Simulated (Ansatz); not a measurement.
Program: Ansatz. Geometries: PBE0-D4/def2-TZVP. ΔE: electronic, gas phase. CCSD(T)/CBS is the MP2 limit (def2-TZVPP, def2-QZVPP) plus CCSD(T) − MP2 in def2-TZVPP, frozen cores. Functionals use def2-TZVPP. Elements past krypton have def2 core potentials. For Br, Cd, Mg outer-core shells are correlated without core-valence functions, which leaves a few kJ/mol of doubt a bond. Scalar relativity is left out up to krypton. Each species was taken in one conformer, which may not be the lowest.

Consider the redistribution: `[NH2][Mg][Br]` + `[F][Cd][Cl]` → `[NH2][Mg][F]` + `[Cl][Cd][Br]`.

| level | ΔE (kJ/mol) |
| --- | --- |
| r2SCANh-D4 | -74.6 |
| r2SCAN0 | -77.4 |

(1) What does CCSD(T)/CBS give? (Estimate.)

Largest T1 diagnostic among the species: 0.015.

Results:

(1) The calculation gave: -81.2 kJ/mol. The listed levels differ from it by 6.6, 3.8 kJ/mol.

Leaving LDA and LC-ωPBE aside and taking each functional with its dispersion term where it has one, the values, not all of them listed here, spread over 11.5 kJ/mol, from BHLYP-D4 to B97M-V. LDA lies −4.0 kJ/mol from PBE without D4. From r2SCAN to r2SCAN0 (25 % exact exchange), in def2-TZVPP and without D4, ΔE moves by −5.3 kJ/mol.
